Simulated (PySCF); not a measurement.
Al(Cl)(NHMe)(OH) (CH5AlClNO), SMILES C[NH][Al]([OH])[Cl]. Heavy atoms are numbered as in [Al:1]([Cl:2])([NH:3][CH3:4])[OH:9]. Hydrogens are named by the atom that carries them.

Geometry: PBE-D3(BJ)/def2-SVP. The structure was generated by enumeration; whether it is a known compound was not checked. Other conformers were not sampled.

Calculation: PBE0/pcSseg-1 (PySCF).

GIAO shieldings, no solvent; atoms alike by connectivity are averaged. δ = σ(ref) − σ: ³⁵Cl against HCl (σ = 945.9 ppm); ¹⁵N against NH3 (σ = 267.4 ppm); ¹³C against TMS (σ = 186.3 ppm); ¹H against TMS (σ = 31.56 ppm); ¹⁷O against H2O (σ = 334.2 ppm), references at their B3LYP-D3(BJ)/def2-TZVP geometries, non-relativistic (without spin–orbit terms, shifts of atoms bonded to Cl or Br come out too high).

Computed chemical shifts:
```csv
nucleus,atoms,count,δ (ppm)
³⁵Cl,Cl2,1,-56.9
¹⁵N,N3 (NH),1,30.9
¹³C,C4 (CH3),1,36.3
¹H,H on C4,3,3.32
¹H,H on O9,1,2.08
¹H,H on N3,1,0.80
¹⁷O,O9 (OH),1,28.3
```
